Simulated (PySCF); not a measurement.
**Electronic absorption of C8H16Si**

Species: C₈H₁₆Si.
Structure used (PBE0-D3(BJ)/def2-SVP), in Å, numbered top down from 1:
```xyz
25
C8H16Si angstrom
C      2.018   -0.367    1.542
C      1.566    0.056    0.354
C      2.471    0.829   -0.566
C      0.166   -0.208   -0.154
C      0.214   -0.980   -1.484
C     -0.750   -0.946    0.844
C     -2.219   -0.732    0.474
C     -2.465    0.778    0.323
Si    -0.838    1.421   -0.413
H      1.409   -0.957    2.230
H      3.036   -0.133    1.866
H      1.979    1.739   -0.952
H      3.395    1.134   -0.056
H      2.759    0.230   -1.446
H      0.707   -1.957   -1.337
H     -0.795   -1.171   -1.881
H      0.764   -0.437   -2.266
H     -0.491   -2.019    0.897
H     -0.590   -0.532    1.854
H     -2.448   -1.245   -0.475
H     -2.883   -1.183    1.229
H     -2.602    1.243    1.314
H     -3.361    1.015   -0.269
H     -0.276    2.585    0.342
H     -0.928    1.800   -1.860
```

Theory: TDDFT wB97X-D/def2-SVPD, vertical, gas phase, core orbitals frozen in the response (PySCF).

```csv
state,E (eV),ν̃ (cm⁻¹),f,|μ| (D),"main configurations (H = HOMO, L = LUMO)"
S1,6.70,54070,0.246,3.11,"H→L (70%), H→L+1 (20%)"
S2,6.94,55960,0.148,2.37,"H→L+2 (52%), H→L+1 (26%), H→L (8%)"
S3,7.22,58200,0.046,1.30,"H→L+1 (37%), H→L+2 (35%)"
S4,7.62,61430,0.034,1.09,"H→L+5 (28%), H→L+3 (28%), H→L+4 (19%)"
S5,7.76,62590,0.039,1.16,"H-1→L (33%), H-1→L+1 (15%), H→L+6 (10%)"
S6,7.85,63290,0.0083,0.53,"H→L+4 (28%), H-1→L+1 (25%), H→L+3 (10%)"
S7,7.96,64220,0.021,0.82,"H→L+6 (36%), H→L+3 (16%), H→L+4 (9%)"
S8,8.08,65200,0.0030,0.31,"H-3→L+1 (17%), H-3→L (13%)"
S9,8.12,65520,0.021,0.83,"H→L+5 (23%), H-1→L (11%), H-2→L (9%)"
S10,8.17,65920,0.017,0.75,"H-2→L (12%), H-1→L+2 (12%), H→L+6 (11%)"
```

Triplets, Tamm–Dancoff:

```tsv
state	E (eV)	λ (nm)	main configurations (H = HOMO, L = LUMO)
T1	4.38	283.0	H→L+1 (40%), H→L (23%), H→L+2 (16%)
T2	6.75	183.7	H→L+2 (44%), H→L (30%)
T3	6.94	178.7	H→L+1 (35%), H→L (28%)
T4	7.20	172.1	H-1→L (31%), H-1→L+1 (20%), H→L+2 (14%)
```

The lowest singlet lies at 6.70 eV (185 nm, vacuum ultraviolet) and is strong; its leading configuration is HOMO→LUMO (70%). The lowest level is also the most intense of those listed (f = 0.246). Löwdin shares by element: HOMO carbon 69% or more, silicon 8% (atoms not listed hold the other 24%); LUMO carbon 27% or more, silicon 15% (atoms not listed hold the other 58%). The listed states span 1.47 eV, and the widest gap between neighbours is 0.40 eV (S3 to S4). The oscillator strengths of these states sum to 0.585; summed over the whole spectrum of an exact calculation they would give the number of electrons, 78 (Thomas–Reiche–Kuhn). Of the 10 states listed, 8 reach f = 0.01 and none stays under 0.0005. All these states lie below the vertical ionisation energy of 8.57 eV (ΔSCF). Only the lowest 10 singlets were computed, as vertical energies without vibronic structure.

One conformer stands for the species.
